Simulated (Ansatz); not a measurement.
Program: Ansatz. Geometries: PBE0-D4/def2-TZVP. ΔE: electronic, gas phase. CCSD(T)/CBS is the MP2 limit (def2-TZVPP, def2-QZVPP) plus CCSD(T) − MP2 in def2-TZVPP, frozen cores. This one scheme is used for every species. Functionals use def2-TZVPP. B3LYP here is the variant with VWN-RPA as its local correlation; programs differ in this. HSE06 is defined as in plane-wave codes. One conformer a species, not always the lowest.

Reaction (formal exchange of groups at the Al–C bond): `[CH3][Al]([CH3])[NH2]` + BH₃ → `[BH2][Al]([CH3])[NH2]` + CH₄

Q: Is it downhill or uphill in electronic energy at CCSD(T)/CBS, and by how much? (An estimate is asked.)

A: Ansatz gave: Uphill: ΔE = +0.24 eV.

Q: What do these levels give: PBE-D4, r2SCANh-D4, B2PLYP, B3LYP, r2SCANh, HSE06, CAM-B3LYP, CCSD(T)/def2-SVP, CCSD(T)/def2-TZVPP, HF/def2-QZVPP, HF/CBS(def2), CCSD/CBS(def2)? (Best estimate.)

A: The calculation gave: PBE-D4 0.16, r2SCANh-D4 0.24, B2PLYP 0.26, B3LYP 0.22, r2SCANh 0.23, HSE06 0.18, CAM-B3LYP 0.25, CCSD(T)/def2-SVP 0.16, CCSD(T)/def2-TZVPP 0.23, HF/def2-QZVPP 0.26, HF/CBS(def2) 0.26, CCSD/CBS(def2) 0.24 eV.

Largest T1 diagnostic among the species: 0.010.

Leaving LDA and LC-ωPBE aside and taking each functional with its dispersion term where it has one, the values, not all of them listed here, spread over 0.13 eV, from PBE-D4 to ωB97M-V. At CCSD(T), def2-SVP lies −0.08 eV from the extrapolated value and def2-TZVPP −0.01 eV. From BLYP to BHLYP (50 % exact exchange), in def2-TZVPP and without D4, ΔE moves by +0.05 eV.
